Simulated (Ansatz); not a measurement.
Basis-set extrapolation for C2H4FNOSi, SMILES `OC1([SiH3])N=C1F` (PBE0-D4/def2-TZVP geometry, frozen core, Ansatz 0.2.0). Multiplicity 1, RHF reference.

```json
{"": "HF", "def2-TZVPP": "-595.784862", "def2-QZVPP": "-595.807412"}
{"": "MP2 correlation", "def2-TZVPP": "-1.119530", "def2-QZVPP": "-1.205609"}
{"": "CCSD(T) correlation", "def2-TZVPP": "-1.191107", "def2-QZVPP": "not run"}
```

Energies in hartree. Use E(X) = E(∞) + A·exp(−7.88·√X) for Hartree–Fock and E(X) = E(∞) + B·X^(−2.97) for correlation, with X = 3 and 4, and add CCSD(T) minus MP2 of the smaller set to the MP2 limit.

Task: What is the CCSD(T) energy at the basis-set limit?

Result: HF limit: -595.807412 + (-0.022550) × 0.13774 = -595.81052. MP2 limit: -1.205609 + (-0.086079) × 0.74074 = -1.26937. Higher-order term: -1.191107 − (-1.119530) = -0.07158. Total: -597.15147 hartree, 110.1 kcal/mol below CCSD(T)/def2-TZVPP.
